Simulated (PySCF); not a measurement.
Te(Br)(NH2) (BrH2NTe), SMILES N[Te]Br. Geometry optimised at B3LYP-D3(BJ)/def2-SVP. The def2 effective core potentials stand for the cores of Te; spin–orbit coupling is left out. One conformer was computed; it need not be the lowest.

### Question
Give the equilibrium geometry at B3LYP-D3(BJ)/def2-SVP (PySCF confirms it by a frequency run) as a Z-matrix, and its point group. (The exact figures need the calculation; the answer reports its results.)

### Answer
One answer among several that fit: point group Cs.
```
N
H 1 1.0189
H 1 1.0189 2 110.90
Te 1 2.0153 2 114.84 3 132.26
Br 4 2.5821 1 104.12 2 -65.18
```
